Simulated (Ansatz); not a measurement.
Problem. Name a neutral molecule of C, I, Si and H with HOMO–LUMO gap (PBE0/def2-TZVPP) between 5.15 and 5.45 eV and HOMO–LUMO gap (ωB97M-V/def2-TZVPP) between 9.20 and 9.50 eV (Ansatz, PBE0-D4/def2-TZVP geometry).

Solution. `[SiH3]C=C=CI` (5.25 eV, 9.34 eV). Other molecules can fit too; these were computed, each in one conformer that needn't be the lowest.
